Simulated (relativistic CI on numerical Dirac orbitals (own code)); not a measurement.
Sm11+: q coefficients and field-shift factors

Computed by Dirac-Coulomb-Breit CI, orbitals from a KLI potential per configuration, derivatives by finite differences, unscaled Slater integrals, QED left out (own radial code, finite nucleus).

Configurations in the expansion (outside the closed core [Kr] 4d10): 4f3.5s2, 4f.5s2.5p2, 4f2.5s2.5p, 4f3.5s.5p, 4f5, 4f.5s2.5d2, 4f.5s2.5p.6s, 4f2.5s2.6p. Levels of other configurations are missing.

With x = (α/α₀)² − 1 an excitation energy changes as ω = ω₀ + qx; K = 2q/ω₀ is the relative enhancement. Terms are leading LS components, so labels can repeat. The field-shift factor is F = δν/δ⟨r²⟩ for the transition from the lowest level.

Lowest level 4f3.5s2 4I°_9/2.

```tsv
Level	ω₀ (cm⁻¹)	q (cm⁻¹)	F (GHz/fm²)
4f3.5s2 4I°_11/2	3025.0	3049	0.133
4f3.5s2 4I°_13/2	6226.7	5972	0.267
4f3.5s2 4I°_15/2	9535.9	8711	0.397
4f3.5s2 4F°_3/2	20824.9	841.7	0.33
4f3.5s2 2H°_9/2	20886.6	1018	0.371
4f3.5s2 4F°_5/2	22494.3	2840	0.404
4f3.5s2 4S°_3/2	23691.0	3298	0.507
4f3.5s2 4F°_7/2	23912.6	3777	0.457
4f3.5s2 4F°_9/2	25669.5	5665	0.545
4f3.5s2 2H°_11/2	26066.8	6100	0.599
4f3.5s2 2G°_7/2	29438.4	3755	0.551
4f3.5s2 4G°_5/2	31342.6	704.3	0.488
4f3.5s2 2K°_13/2	31940.5	2882	0.533
```

At this charge energies of transitions that change n are usually good to better than 1 %, and those within a shell (Δn = 0) to a few per cent. Terms inside the open d or f shell come out 10 to 20 % too wide with unscaled integrals. Levels and lines within the n = 5 or 6 shells can be off by up to 10 % or somewhat more, and those that change n by about 2 %, since core polarisation is missing.

Q: Which transition from the lowest level has the largest |K|?

A: 4f3.5s2 4I°_11/2 at 3025.0 cm⁻¹, K = 2.02.
